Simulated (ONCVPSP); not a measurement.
**antimony ONCV: all-electron and pseudo phase curves**

ONCVPSP 4.0.1 input, shortened (lines: element, Z, core and valence counts, functional; n l f; lmax; l rc ep ncon nbas qcut; lloc lpopt rc5 dvloc0; l nproj debl; icmod fcfact rcfact), PBEsol, fully relativistic:

```
  Sb 51.00    6    5  -116133      upf
    1    0    2.00
    2    0    2.00
    2    1    6.00
    3    0    2.00
    3    1    6.00
    3    2   10.00
    4    0    2.00
    4    1    6.00
    4    2   10.00
    5    0    2.00
    5    1    3.00
    2
    0    1.50    0.00    4    8    9.80
    1    1.25    0.00    5    8   11.00
    2    0.95    0.00    5    8   10.20
    4    5    0.65    1.00
    0    3    3.10
    1    2    1.40
    2    2    2.60
    0    0.00    0.00
```

Open shells are filled in proportion to 2j + 1.

The phase is arctan(r·R′/R) of the radial function R(r), unwrapped; energies in Ha, scanned from -7 to 5 Ha. A pole is an energy at which the radial function vanishes at the test radius. The pseudo phase is shifted by a multiple of π to meet the all-electron one at the reference energy, and phase errors are pseudo minus all-electron; the curves can meet again beyond the range given. Levels narrower than the energy grid can be missing from the lists of poles.

```
channel  radius (bohr)  reference energy (Ha)  poles, all-electron  poles, pseudo  unbroken range about the reference energy with phases within 0.05 rad  phase error 1 Ha above the reference energy (rad)
      s           1.52                  -0.47                -5.25          -5.25                                                        the whole range                                             +0.000
   p3/2           1.27                  -0.17                -2.43          -2.43                                                        the whole range                                             -0.000
   p1/2           1.27                  -0.19                -2.90          -2.90                                                        the whole range                                             -0.000
   d5/2           0.97                  -1.21                 4.83           4.83                                                        the whole range                                             +0.000
   d3/2           0.97                  -1.26                 4.65           4.65                                                        the whole range                                             +0.000
```

Note: no bound ghost flagged; GHOST(+) flagged for s at 130.5 eV, p3/2 at 437.9 eV.

Phases in the p1/2 channel:

```csv
E (Ha),all-electron,pseudo
-6.96,1.102,1.102
-6.32,0.974,0.973
-5.68,0.685,0.685
-5.04,-0.107,-0.108
-4.40,-1.025,-1.025
-3.76,-1.379,-1.379
-3.12,-1.535,-1.535
-2.48,-1.628,-1.628
-1.84,-1.696,-1.696
-1.20,-1.756,-1.756
-0.56,-1.817,-1.817
0.08,-1.887,-1.887
0.72,-1.976,-1.976
1.36,-2.102,-2.102
2.00,-2.301,-2.301
2.64,-2.642,-2.643
3.28,-3.172,-3.176
3.92,-3.703,-3.709
4.56,-4.044,-4.049
```
